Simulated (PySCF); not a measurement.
sulfur difluoride cation (F₂S), SMILES S(F)F (connectivity only; charge and spin as stated), charge +1, multiplicity 2. Atoms are numbered in the order given.

```xyz
3

F      0.0000    -1.1796    -0.4490
S      0.0000     0.0000     0.5052
F      0.0000     1.1796    -0.4490
```
Charge +1, spin multiplicity 2.

The structure is a stationary point at B3LYP-D3(BJ)/def2-TZVP. The spin state was assumed, not searched.

Method: PBE/def2-TZVPD in PySCF.

Gas-phase values at a fixed geometry.

| Property | Value |
|---|---|
| total energy | -597.22527 hartree |
| point group | C2v |
| α spin, highest occupied and lowest empty level | -15.15 and -10.61 eV |
| β spin, highest occupied and lowest empty level | -18.89 and -13.58 eV |
| dipole moment about the centre of nuclear charge | 1.77 D |
| mean static polarisability | 18.1 bohr³ (2.68 Å³) |
| polarisability, principal values | 14.5, 17.7, 22.1 bohr³ |
| ⟨S²⟩ | 0.753 (pure state 0.75) |
